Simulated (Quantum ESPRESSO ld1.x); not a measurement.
Input file for ld1.x (Quantum ESPRESSO 7.5):

```
 &input
    atom='Ti',
    iswitch=1,
    rel=2,
    dft='PBESOL',
    config='[Ne] 3s2 3p1 4s0 3d0',
    rel_dist='average',
    lsmall=.true.,
    prefix='ld1',
    max_out_wfc=37,
    file_charge='ld1.rho',
 /
```

Command: `OMP_NUM_THREADS=1 ld1.x < ld1.in > ld1.out`

Output (excerpt):

```
     Program LD1 v.7.5 starts

     --------------------------- All-electron run ----------------------------

     dirac relativistic calculation

     atomic number is 22.00
     dft =PBESOL   lsd =0 sic =0 latt =0  beta=0.20 tr2=1.0E-14
     Exchange-correlation= PBESOL
                           (   1   4  10   8   0   0   0)
     mesh =1963 r(mesh) =  99.97874 a.u. xmin = -8.00 dx = 0.00800
     1 Ry =  13.60569312 eV, c = 137.03599908

     n l j   nl                  e(Ry)          e(Ha)          e(eV)
     Spin orbit split results
     1 0 0.5 1S 1( 2.00)      -372.9260      -186.4630     -5073.9173
     2 0 0.5 2S 1( 2.00)       -54.1729       -27.0865      -737.0600
     2 1 0.5 2P 1( 2.00)       -47.7897       -23.8948      -650.2117
     2 1 1.5 2P 1( 4.00)       -47.3576       -23.6788      -644.3328
     3 0 0.5 3S 1( 2.00)       -16.8071        -8.4036      -228.6723
     3 1 0.5 3P 1( 0.33)       -14.9617        -7.4808      -203.5639
     3 1 1.5 3P 1( 0.67)       -14.8866        -7.4433      -202.5418
     4 0 0.5 4S 1( 0.00)        -7.8541        -3.9271      -106.8610
     3 2 1.5 3D 1( 0.00)       -12.1396        -6.0698      -165.1683
     3 2 2.5 3D 1( 0.00)       -12.1290        -6.0645      -165.0241
     Averaged results
     1 0     1S 1( 2.00)      -372.9260      -186.4630     -5073.9173
     2 0     2S 1( 2.00)       -54.1729       -27.0865      -737.0600
     2 1     2P 1( 6.00)       -47.5016       -23.7508      -646.2924
     3 0     3S 1( 2.00)       -16.8071        -8.4036      -228.6723
     3 1     3P 1( 1.00)       -14.9116        -7.4558      -202.8825
     4 0     4S 1( 0.00)        -7.8541        -3.9271      -106.8610
     3 2     3D 1( 0.00)       -12.1333        -6.0666      -165.0818

     final scf error:  6.5E-16 reached in  26 iterations

     Etot =   -1645.509745 Ry,    -822.754872 Ha,  -22388.300619 eV

     Ekin =    1662.438519 Ry,     831.219259 Ha,   22618.628321 eV
     Encl =   -3716.895596 Ry,   -1858.447798 Ha,  -50570.940845 eV
     Eh   =     479.317606 Ry,     239.658803 Ha,    6521.448259 eV
     Exc  =     -70.370274 Ry,     -35.185137 Ha,    -957.436354 eV
```

Run on one thread of a shared host, so times are rough (Intel(R) Xeon(R) Processor @ 2.60GHz): 0.66 s of CPU time, 0.72 s wall, 26 iterations on 1963 mesh points.
